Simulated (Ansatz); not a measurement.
A CCSD(T) single point on CH6BNOSe, SMILES `NCB(O)[SeH]`.

```yaml
crystal:
  periodic: [false, false, false]
  atoms:
    - {symbol: N, position_ang: [-1.313959, 0.691371, 1.098534]}
    - {symbol: C, position_ang: [-0.077924, -0.114143, 1.129654]}
    - {symbol: B, position_ang: [0.548712, -0.210436, -0.311742]}
    - {symbol: O, position_ang: [1.211842, 0.868460, -0.799059]}
    - {symbol: Se, position_ang: [0.205914, -1.842273, -1.349996]}
    - {symbol: H, position_ang: [-1.994108, 0.262180, 0.481315]}
    - {symbol: H, position_ang: [-1.117294, 1.609586, 0.717232]}
    - {symbol: H, position_ang: [-0.317691, -1.087960, 1.564271]}
    - {symbol: H, position_ang: [0.621874, 0.365714, 1.821547]}
    - {symbol: H, position_ang: [1.501859, 0.793638, -1.710565]}
    - {symbol: H, position_ang: [0.796172, -1.393141, -2.620491]}
basis:
  gaussian: {orbitals: def2-TZVPP}
correlation: {method: ccsd_t}
output: {orbitals: {seedname: orbitals}}
```

```sh
$ ansatz run in.yaml --threads 4 --pin off --events-out ev --progress --plain
```

Log, shortened:

```
Functional definition: HF
1573 factors; integrals over basis functions are off by at most 9.3e-4 eV
mean field evaluation 1: about -70618.4011 eV, gradient 4.5e1 eV
mean field evaluation 2: about -70618.6272 eV, gradient 4.5e1 eV
mean field evaluation 4: about -70623.1552 eV, gradient 4.2e0 eV
mean field evaluation 8: about -70623.2290 eV, gradient 3.3e-1 eV
mean field evaluation 16: about -70623.2297 eV, gradient 2.0e-6 eV
mean field -70623.22967956 eV, -2595.3558205795 hartree, gradient 2.0e-6 eV, S^2 0.000000; 0 other end points of the search recorded, 0 dependent functions left out
13 core orbitals not correlated: weight in the atoms' cores, before any rotation towards them, 1.000 or more for the frozen orbitals, at most 0.000 for the correlated occupied ones
reference -70623.22967956 eV, -2595.3558205795 hartree; 20, 20 occupied and 223, 223 virtual orbitals, 1573 factors
second order -27.27758631 eV of doubles, -0.00000000 eV of singles
cycle   1  -27.37711919 eV  change   -1.0e-1 eV  update   1.1e-1
cycle   2  -28.00850991 eV  change   -6.3e-1 eV  update   3.1e-2
cycle   3  -28.13494638 eV  change   -1.3e-1 eV  update   1.7e-2
cycle   4  -28.11931123 eV  change    1.6e-2 eV  update   4.5e-3
cycle   5  -28.11792663 eV  change    1.4e-3 eV  update   2.3e-3
cycle   6  -28.11868881 eV  change   -7.6e-4 eV  update   7.8e-4
cycle   7  -28.11819629 eV  change    4.9e-4 eV  update   3.5e-4
cycle   8  -28.11810057 eV  change    9.6e-5 eV  update   1.2e-4
cycle   9  -28.11816746 eV  change   -6.7e-5 eV  update   5.9e-5
cycle  10  -28.11816435 eV  change    3.1e-6 eV  update   2.3e-5
perturbative correction -1.10054302 eV, -0.0404442101 hartree
Total energy: -70652.44838693 eV, -2596.4295882702 hartree
```

Run time 5.1 min (4 threads of a server CPU on a shared host); peak host memory 6.2 GiB.

The correlation energy is -29.219 eV, 3.8 % of it from (T); the T1 diagnostic reads 0.0114.
